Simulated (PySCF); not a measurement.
# How methods differ on the ionisation energy of Ag

Ag [Kr] 4d10 5s1 (2S) → Ag⁺ [Kr] 4d10 (1S), as a difference of total energies. All numbers are calculated (PySCF 2.14, a scalar-relativistic core potential, in def2-TZVPPD with the def2 core potential (28 electrons) (6s4p3d2f1g, 56 functions)). Correlated levels: valence: 4s2 4p6 frozen. The calculations carry no spin-orbit coupling.

```json
{"method": "UHF", "ionisation energy (eV)": "6.359", "error (eV)": "-1.217"}
{"method": "MP2 (valence)", "ionisation energy (eV)": "7.310", "error (eV)": "-0.266"}
{"method": "SCS-MP2 (valence)", "ionisation energy (eV)": "7.161", "error (eV)": "-0.415"}
{"method": "CCSD (valence)", "ionisation energy (eV)": "7.185", "error (eV)": "-0.391"}
{"method": "CCSD(T) (valence)", "ionisation energy (eV)": "7.254", "error (eV)": "-0.322"}
```

Reference: 7.576 eV (measured; NIST Atomic Spectra Database, ionization energies).

Errors of the correlated levels include the incompleteness of this basis and the frozen core.
